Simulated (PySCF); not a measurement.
Compound: C₄H₁₁N₂PSi.
SMILES with atom numbers: `[CH3:1][N:2]([CH3:3])[P:4]1(=[N:5][SiH3:6])[CH:7]=[CH:8]1` (hydrogens: H9, H10, H11 on C1; H12, H13, H14 on C3; H15, H16, H17 on Si6; H18 on C7; H19 on C8)

The same species was optimised twice, with GFN2-xTB and with PBE0-D3(BJ)/def2-SVP (PySCF), and the same property calculations (PySCF, gas phase) were run on both structures.

```json
{"coordinate": "P4–C7 (Å)", "GFN2-xTB": "1.804", "PBE0-D3(BJ)/def2-SVP": "1.754", "change": "-0.050"}
{"coordinate": "P4–C8 (Å)", "GFN2-xTB": "1.798", "PBE0-D3(BJ)/def2-SVP": "1.753", "change": "-0.045"}
{"coordinate": "N5–Si6 (Å)", "GFN2-xTB": "1.726", "PBE0-D3(BJ)/def2-SVP": "1.705", "change": "-0.021"}
{"coordinate": "P4=N5 (Å)", "GFN2-xTB": "1.559", "PBE0-D3(BJ)/def2-SVP": "1.548", "change": "-0.011"}
{"coordinate": "N2–P4 (Å)", "GFN2-xTB": "1.662", "PBE0-D3(BJ)/def2-SVP": "1.668", "change": "+0.006"}
{"coordinate": "C7=C8 (Å)", "GFN2-xTB": "1.355", "PBE0-D3(BJ)/def2-SVP": "1.350", "change": "-0.005"}
{"coordinate": "N2–C3 (Å)", "GFN2-xTB": "1.442", "PBE0-D3(BJ)/def2-SVP": "1.440", "change": "-0.002"}
{"coordinate": "C1–N2 (Å)", "GFN2-xTB": "1.446", "PBE0-D3(BJ)/def2-SVP": "1.445", "change": "-0.001"}
{"coordinate": "P4–N5–Si6 (°)", "GFN2-xTB": "125.3", "PBE0-D3(BJ)/def2-SVP": "134.9", "change": "+9.6"}
{"coordinate": "N2–P4–C8 (°)", "GFN2-xTB": "110.9", "PBE0-D3(BJ)/def2-SVP": "114.1", "change": "+3.2"}
{"coordinate": "N5–P4–C8 (°)", "GFN2-xTB": "132.0", "PBE0-D3(BJ)/def2-SVP": "130.2", "change": "-1.8"}
{"coordinate": "N5–P4–C7 (°)", "GFN2-xTB": "131.3", "PBE0-D3(BJ)/def2-SVP": "130.0", "change": "-1.3"}
{"coordinate": "C3–N2–P4 (°)", "GFN2-xTB": "122.3", "PBE0-D3(BJ)/def2-SVP": "123.4", "change": "+1.1"}
{"coordinate": "C7–P4–C8 (°)", "GFN2-xTB": "44.2", "PBE0-D3(BJ)/def2-SVP": "45.3", "change": "+1.1"}
{"coordinate": "C1–N2–P4 (°)", "GFN2-xTB": "120.0", "PBE0-D3(BJ)/def2-SVP": "121.0", "change": "+1.0"}
{"coordinate": "P4–C8–C7 (°)", "GFN2-xTB": "68.2", "PBE0-D3(BJ)/def2-SVP": "67.4", "change": "-0.8"}
{"coordinate": "C1–N2–P4–N5 (°)", "GFN2-xTB": "20", "PBE0-D3(BJ)/def2-SVP": "1", "change": "-19"}
```

Rotational constants: A = 2397, B = 1046, C = 778.2 MHz (GFN2-xTB) against A = 2352, B = 1034, C = 765.3 MHz (PBE0-D3(BJ)/def2-SVP). Atoms that the bonding makes alike are paired by their places after alignment.

On the GFN2-xTB structure: HOMO (eV) -6.62 [PBE0/pcSseg-1]; LUMO (eV) -0.82 [PBE0/pcSseg-1]; dipole (D) 4.01 [PBE0/pcSseg-1]; GIAO shielding of C1/C3 (mean) (ppm) 149.3 [PBE0/pcSseg-1]; GIAO shielding of N2 (ppm) 225.1 [PBE0/pcSseg-1]; GIAO shielding of P4 (ppm) 409.6 [PBE0/pcSseg-1]; GIAO shielding of N5 (ppm) 246.0 [PBE0/pcSseg-1]; GIAO shielding of Si6 (ppm) 413.0 [PBE0/pcSseg-1]; GIAO shielding of C7/C8 (mean) (ppm) 0.0 [PBE0/pcSseg-1].

What do these properties become on the PBE0-D3(BJ)/def2-SVP structure?

```json
{"property": "HOMO (eV)", "level": "PBE0/pcSseg-1", "on GFN2-xTB": "-6.62", "on PBE0-D3(BJ)/def2-SVP": "-6.67", "change": "-0.05"}
{"property": "LUMO (eV)", "level": "PBE0/pcSseg-1", "on GFN2-xTB": "-0.82", "on PBE0-D3(BJ)/def2-SVP": "-0.91", "change": "-0.09"}
{"property": "dipole (D)", "level": "PBE0/pcSseg-1", "on GFN2-xTB": "4.01", "on PBE0-D3(BJ)/def2-SVP": "4.50", "change": "+0.49"}
{"property": "energy, GFN2-xTB geometry as zero (kcal/mol)", "level": "PBE0/pcSseg-1", "on GFN2-xTB": "0.0", "on PBE0-D3(BJ)/def2-SVP": "-4.0", "change": "-4.0"}
{"property": "GIAO shielding of C1/C3 (mean) (ppm)", "level": "PBE0/pcSseg-1", "on GFN2-xTB": "149.3", "on PBE0-D3(BJ)/def2-SVP": "148.2", "change": "-1.1"}
{"property": "GIAO shielding of N2 (ppm)", "level": "PBE0/pcSseg-1", "on GFN2-xTB": "225.1", "on PBE0-D3(BJ)/def2-SVP": "226.0", "change": "+0.9"}
{"property": "GIAO shielding of P4 (ppm)", "level": "PBE0/pcSseg-1", "on GFN2-xTB": "409.6", "on PBE0-D3(BJ)/def2-SVP": "415.6", "change": "+6.0"}
{"property": "GIAO shielding of N5 (ppm)", "level": "PBE0/pcSseg-1", "on GFN2-xTB": "246.0", "on PBE0-D3(BJ)/def2-SVP": "245.9", "change": "-0.1"}
{"property": "GIAO shielding of Si6 (ppm)", "level": "PBE0/pcSseg-1", "on GFN2-xTB": "413.0", "on PBE0-D3(BJ)/def2-SVP": "421.3", "change": "+8.3"}
{"property": "GIAO shielding of C7/C8 (mean) (ppm)", "level": "PBE0/pcSseg-1", "on GFN2-xTB": "0.0", "on PBE0-D3(BJ)/def2-SVP": "6.8", "change": "+6.8"}
```

The heavy atoms differ by 0.118 Å rms after alignment (one structure mirrored). Among bonds between heavy atoms P4–C7 changes most (-0.050 Å). Changes are differences of the printed values. Neither structure is proved a minimum here.

Shape of the structure used: `[CH3:1][N:2]([CH3:3])[P:4]1(=[N:5][SiH3:6])[CH:7]=[CH:8]1`: C1–N2–P4–N5 1°.
